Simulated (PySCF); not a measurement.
# Spin states of LiI

Unrestricted PBE0; Li cc-pVDZ, I cc-pVDZ-PP with ECP28; scalar-relativistic core potentials (PySCF 2.14). Outer shells of the fragments: Li 2s1; I 4d10 5s2 5p5.

Followed along the bond (rough minima from three points):

```csv
2Ms+1,unpaired,⟨S²⟩ at the start,R at minimum (Å),Te (eV)
1,none,0.00,2.42,0.00
3,"σ ↑, π ↑",2.00,none in the scan,≤ 3.73
```

Solutions found at the starting distance of 2.595 Å, counted from the lowest of them; the search is not exhaustive and high or unbound solutions are not listed, so other states can lie among these:

```json
{"2Ms+1": "1", "unpaired": "none", "term": "¹Σ⁺", "E (eV)": "0.00", "⟨S²⟩": "0.00", "⟨Lz²⟩": "0.00", "μ (D)": "-7.80"}
{"2Ms+1": "3", "unpaired": "σ ↑, π ↑", "term": "³Π", "E (eV)": "3.77", "⟨S²⟩": "2.00", "⟨Lz²⟩": "1.00", "μ (D)": "4.09"}
{"2Ms+1": "1", "unpaired": "σ ↓, π ↑", "term": "mixed", "E (eV)": "3.79", "⟨S²⟩": "1.00", "⟨Lz²⟩": "1.00", "μ (D)": "4.26"}
{"2Ms+1": "3", "unpaired": "σ ↑↑", "term": "³Σ⁺", "E (eV)": "4.32", "⟨S²⟩": "2.00", "⟨Lz²⟩": "0.00", "μ (D)": "3.96"}
{"2Ms+1": "3", "unpaired": "π ↑↑", "term": "mixed", "E (eV)": "4.91", "⟨S²⟩": "2.00", "⟨Lz²⟩": "2.00", "μ (D)": "1.50"}
{"2Ms+1": "3", "unpaired": "π ↑↑", "term": "mixed", "E (eV)": "5.05", "⟨S²⟩": "2.00", "⟨Lz²⟩": "2.00", "μ (D)": "1.68"}
{"2Ms+1": "3", "unpaired": "σ ↑, π ↑", "term": "³Π", "E (eV)": "5.57", "⟨S²⟩": "2.00", "⟨Lz²⟩": "1.00", "μ (D)": "1.23"}
```

A term symbol is given only where ⟨S²⟩ and ⟨Lz²⟩ are close to those of a pure state; real π, δ and φ orbitals otherwise mix terms. A positive dipole means Li(−)I(+).

The measured ground state is X ¹Σ+ (Huber and Herzberg, Constants of Diatomic Molecules (1979)).

Spin–orbit coupling is left out. Counting both spins, an empty level lies below a filled one in some of these solutions, because spin and occupation are held.
